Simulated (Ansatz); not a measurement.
Consider the ligand exchange at the Si–O bond: `[AlH2][SiH2]O[SiH3]` + `[OH][AlH2]` → `[AlH2][O][SiH2][AlH2]` + `O[SiH3]`.

Calculated with Ansatz (gas phase, PBE0-D4/def2-TZVP geometries, no zero-point term in ΔE). CBS: MP2 limit from def2 TZ/QZ plus the TZ coupled-cluster correction, frozen cores. This one scheme is used for every species. Functionals use def2-TZVPP. B3LYP here is the variant with VWN-RPA as its local correlation; programs differ in this. One conformer a species, not always the lowest.

| level | ΔE (kJ/mol) | difference from CCSD(T)/CBS |
| --- | --- | --- |
| PBE-D4 | -1.6 | -0.2 |
| PBE0-D4 | -2.6 | -1.2 |
| B3LYP-D4 | -1.6 | -0.2 |
| ωB97X-V | -1.9 | -0.5 |
| ωB97M-V | -1.9 | -0.5 |
| B3LYP | -3.2 | -1.8 |
| HF/def2-TZVPP | -5.1 | -3.7 |
| MP2/def2-QZVPP | -1.2 | 0.2 |
| HF/CBS(def2) | -4.9 | -3.5 |
| MP2/CBS(def2) | -1.0 | 0.4 |
| CCSD(T)/CBS | -1.4 | 0 |

Largest T1 diagnostic among the species: 0.013.

In def2-TZVPP, CCSD(T) changes the Hartree–Fock value by +3.2 kJ/mol (the triples alone add +0.4 kJ/mol) and MP2 by +3.6 kJ/mol.
